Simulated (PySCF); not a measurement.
Cu(F)2, SMILES [F][Cu][F] (CuF2), doublet, CAM-B3LYP/def2-SVP optimised geometry.

```
3

Cu     0.00     0.00     0.00
F     -1.72     0.00     0.00
F      1.72     0.00     0.00
```

Density from unrestricted CAM-B3LYP/def2-TZVP in PySCF at that geometry.

Minimum of the electron density along straight lines between bonded atoms, close to the bond critical point (lines longer than 1.1 times the sum of covalent radii, or with two minima, are not listed):

```csv
bond,length / Å,ρ at the minimum / e bohr⁻³,∇²ρ there / e bohr⁻⁵,position (fraction from the first atom)
Cu1–F2,1.720,0.147,0.95,0.50
Cu1–F3,1.720,0.147,0.95,0.50
```
